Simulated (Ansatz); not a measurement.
System: HSe, net charge 0, doublet state. 
Coordinates optimised at B3LYP-D3(BJ)/def2-TZVP (Ansatz, a quantum-chemistry and plane-wave program):
SMILES: [SeH]
```xyz
2

Se     0.0000     0.0000    -0.0421
H      0.0000     0.0000     1.4328
```
Charge 0, spin multiplicity 2.

Parts of the frozen-core correlation energy in cc-pVDZ (Ansatz, hartree). Frozen orbitals: 14; correlated occupied orbitals by spin: 4 and 3; virtual: 14 and 15. UHF or UKS for open shells. No spin-orbit coupling. No relativistic terms.

| term | value |
|---|---|
| reference (HF) | -2400.37799 |
| MP2 opposite-spin | -0.07702 |
| MP2 same-spin | (withheld) |
| CCSD correlation | (withheld) |
| (T) | (withheld) |
| CCSDT minus CCSD(T) | -0.00035 |
| CCSDT(Q) minus CCSD(T) | -0.00048 |
| T1 diagnostic | 0.008 |
| largest doubles amplitude | 0.072 |
| <S^2> of the reference | 0.758 |

### Question
Some entries are withheld; supply them.

### Answer

- MP2 same-spin, value: -0.02107
- CCSD correlation, value: -0.11743
- (T), value: -0.00192
